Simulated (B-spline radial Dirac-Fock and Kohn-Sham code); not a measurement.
## Kohn-Sham estimates against Dirac-Fock for the levels of Lu

System: neutral lutetium, 1s2 2s2 2p6 3s2 3p6 3d10 4s2 4p6 4d10 4f14 5s2 5p6 5d1 6s2.

The density-functional columns are spherical, spin-unpolarised Dirac-Kohn-Sham results without Breit or QED terms: −ε is minus the orbital energy of the initial state and ΔSCF the difference of two total energies, and "half-occupied" is minus the orbital energy with half an electron removed (Slater transition state). The reference in the last column comes from Dirac-Fock ΔSCF + Breit + QED. All numbers are from a radial atomic solver, in eV; a selection of levels is shown. The Kohn-Sham columns are given as differences from the reference. For the 1s level of heavy atoms much of the gap between ΔSCF and the reference is the Breit and QED part, -304.1 eV here; for other levels the error of the functional can be larger.

```csv
level,LDA −ε − DF,LDA half-occupied − DF,PBE0 −ε − DF,PBE −ε − DF,PBE ΔSCF − DF,Dirac-Fock
1s,-228.3,+293.7,-31.7,-173.4,+349.2,63317.0
2s,-150.2,-58.3,-83.5,-142.2,-50.5,10884.5
2p1/2,-105.8,+13.0,-52.6,-102.2,+16.8,10356.9
2p3/2,-117.2,-14.1,-65.8,-114.8,-11.6,9252.0
3s,-73.9,-50.1,-43.2,-71.5,-47.7,2505.8
3p1/2,-57.2,-31.4,-31.6,-56.1,-30.3,2274.4
3p3/2,-56.3,-33.1,-32.3,-55.6,-32.3,2035.5
3d3/2,-35.3,-6.6,-16.8,-35.3,-6.5,1647.9
3d5/2,-36.3,-8.5,-17.9,-36.3,-8.4,1596.9
4s,-36.7,-27.1,-22.0,-35.5,-25.8,520.1
4p1/2,-29.4,-19.9,-17.1,-28.8,-19.2,425.4
4p3/2,-29.7,-20.5,-17.7,-29.0,-19.7,371.3
4d3/2,-18.3,-9.3,-9.8,-18.1,-9.0,215.5
4d5/2,-18.3,-9.4,-10.0,-18.1,-9.1,205.7
4f5/2,-3.2,+4.6,+0.4,-3.4,+4.5,13.86
4f7/2,-3.3,+4.4,+0.2,-3.5,+4.3,12.42
5s,-8.8,-2.8,-5.0,-8.9,-2.9,69.82
5p1/2,-4.2,+1.4,-1.8,-4.4,+1.2,41.00
5p3/2,-4.3,+1.0,-2.0,-4.4,+0.9,34.16
5d,-2.4,+1.0,-3.3,-2.6,+0.9,4.36
6s,-0.9,+1.8,-0.4,-1.1,+1.6,5.74
```

Values without a named source are computed, but for edge energies of neutral atoms, which are taken from tables.
